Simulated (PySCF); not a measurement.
H2O4P, charge -1, multiplicity 1. Atoms are numbered in the order given.

```xyz
7

O      1.0195     0.8829    -0.8580
P      0.0000     0.0000    -0.1741
O     -1.0195    -0.8829    -0.8580
O      0.8355    -0.9928     0.8999
O     -0.8355     0.9928     0.8999
H      0.3137    -1.8010     0.9711
H     -0.3136     1.8010     0.9711
```
Charge -1, spin multiplicity 1.

The structure is a stationary point at B3LYP-D3(BJ)/def2-SVPD. The multiplicity is an assumed one; other spin states were not compared. The isomer is the one that the SMILES or the coordinates give; other isomers of the formula were not compared. The values are those of a single conformer.

All values below come from SMD-M06-2X/def2-SVPD (PySCF).

Solvation free energies are E(SMD) − E(gas) at the gas-phase geometry, for 1 M in both phases.

Computed solvation free energies in water, N,N-dimethylformamide, ethylethanoate:
```tsv
solvent	ΔG(solv) (kcal/mol)	its non-electrostatic (CDS) part
water	-69.8	5.5
N,N-dimethylformamide	-57.6	-3.6
ethylethanoate	-48.8	-3.0
```
